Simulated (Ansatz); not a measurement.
`C[O][Al]([CH3])[Cl]` + CH₃NH₂ → `C[NH][Al]([CH3])[Cl]` + CH₃OH at 600 K and 1 bar (ligand exchange at the Al–O bond).

Program: Ansatz. Geometries: PBE0-D4/def2-TZVP. ΔE: electronic, gas phase. CCSD(T)/CBS adds triple-zeta CCSD(T) − MP2 to the extrapolated MP2 energy (def2 sets, frozen cores). This one scheme is used for every species. Each species was taken in one conformer, which may not be the lowest.

```tsv
species	CCSD(T)/CBS energy (Eh)	H − E (kJ/mol)	S (J/(mol·K))
`C[O][Al]([CH3])[Cl]`	-856.81320	275.0	478.5
CH₃NH₂	-95.75281	199.3	283.8
`C[NH][Al]([CH3])[Cl]`	-836.93186	310.0	479.4
CH₃OH	-115.61712	163.6	277.3
```

H − E and S are ideal-gas, rigid-rotor, harmonic terms from PBE0-D4/def2-TZVP, for one conformer and one mirror image of each species. 1 Eh = 2625.50 kJ/mol, R = 8.31446 J/(mol·K).

Q: By hand: ΔE, ΔH, ΔS and ΔG.

A: ΔE = (-836.93186) + (-115.61712) − (-856.81320) − (-95.75281) = 0.01703 Eh = 44.7 kJ/mol. Δ(H − E) = 310.0 + 163.6 − 275.0 − 199.3 = -0.7, so ΔH = 44.0 kJ/mol. ΔS = 479.4 + 277.3 − 478.5 − 283.8 = -5.6 J/(mol·K). ΔG = 44.0 − 600 × (-5.6)/1000 = 47.4 kJ/mol.

Q: By hand: the equilibrium constant, and the temperature at which ΔG would vanish if ΔH and ΔS stayed fixed.

A: log₁₀ K = −ΔG/(RT ln 10) = -4.1. ΔH and −TΔS have one sign here, so there is no such temperature. One of them is within its doubt of zero, so this could turn.

The number of gas molecules stays the same, so ΔS is small and ΔH decides. A doubt of 5 kJ/mol in ΔE shifts log₁₀ K by 0.4 here. Other conformers and mirror images would add mixing entropy, several J/(mol·K) or more a flexible species. Modes under 60 cm⁻¹, often nearly free rotors, make the harmonic entropy too high. These are equilibria of isolated gas molecules and say nothing of rates. Largest T1 diagnostic: 0.011 (customary marks: 0.02 for closed shells, 0.045 for open ones).
